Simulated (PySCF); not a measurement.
CH₄OSSn, SMILES C[O][Sn][SH] (connectivity only; charge and spin as stated), neutral, multiplicity 1.

The structure is a stationary point at B3LYP-D3(BJ)/def2-SVP. The def2 effective core potentials stand for the cores of Sn; spin–orbit coupling is left out. The values are those of a single conformer.

These are B3LYP-D3(BJ)/def2-SVP (PySCF 2.14.0) values and carry that method's errors.

Frequencies are harmonic and unscaled.

```json
[
 {"mode": "1", "ν (cm⁻¹)": "46", "IR (km/mol)": "0.1", "moving atoms (share of kinetic energy)": "H 99 %"},
 {"mode": "2", "ν (cm⁻¹)": "115", "IR (km/mol)": "2.5", "moving atoms (share of kinetic energy)": "S 41 %, C 32 %, H 16 %"},
 {"mode": "3", "ν (cm⁻¹)": "149", "IR (km/mol)": "17.3", "moving atoms (share of kinetic energy)": "O 57 %, H 20 %, C 15 %"},
 {"mode": "4", "ν (cm⁻¹)": "247", "IR (km/mol)": "3.2", "moving atoms (share of kinetic energy)": "O 39 %, C 29 %, H 19 %, Sn 9 %"},
 {"mode": "5", "ν (cm⁻¹)": "302", "IR (km/mol)": "7.6", "moving atoms (share of kinetic energy)": "H 93 %"},
 {"mode": "6", "ν (cm⁻¹)": "318", "IR (km/mol)": "39.1", "moving atoms (share of kinetic energy)": "S 73 %, Sn 23 %"},
 {"mode": "7", "ν (cm⁻¹)": "519", "IR (km/mol)": "61.2", "moving atoms (share of kinetic energy)": "O 66 %, Sn 14 %, C 13 %"},
 {"mode": "8", "ν (cm⁻¹)": "623", "IR (km/mol)": "23.1", "moving atoms (share of kinetic energy)": "H 93 %"},
 {"mode": "9", "ν (cm⁻¹)": "1112", "IR (km/mol)": "191.4", "moving atoms (share of kinetic energy)": "O 49 %, C 44 %"},
 {"mode": "10", "ν (cm⁻¹)": "1166", "IR (km/mol)": "0.6", "moving atoms (share of kinetic energy)": "H 77 %, C 19 %"},
 {"mode": "11", "ν (cm⁻¹)": "1182", "IR (km/mol)": "9.4", "moving atoms (share of kinetic energy)": "H 72 %, C 20 %, O 8 %"},
 {"mode": "12", "ν (cm⁻¹)": "1466", "IR (km/mol)": "0.5", "moving atoms (share of kinetic energy)": "H 95 %"},
 {"mode": "13", "ν (cm⁻¹)": "1469", "IR (km/mol)": "4.6", "moving atoms (share of kinetic energy)": "H 97 %"},
 {"mode": "14", "ν (cm⁻¹)": "1471", "IR (km/mol)": "39.9", "moving atoms (share of kinetic energy)": "H 89 %, C 10 %"},
 {"mode": "15", "ν (cm⁻¹)": "2660", "IR (km/mol)": "3.1", "moving atoms (share of kinetic energy)": "H 97 %"},
 {"mode": "16", "ν (cm⁻¹)": "2966", "IR (km/mol)": "77.5", "moving atoms (share of kinetic energy)": "H 97 %"},
 {"mode": "17", "ν (cm⁻¹)": "3028", "IR (km/mol)": "46.8", "moving atoms (share of kinetic energy)": "H 90 %, C 10 %"},
 {"mode": "18", "ν (cm⁻¹)": "3060", "IR (km/mol)": "51.1", "moving atoms (share of kinetic energy)": "H 91 %, C 9 %"}
]
```
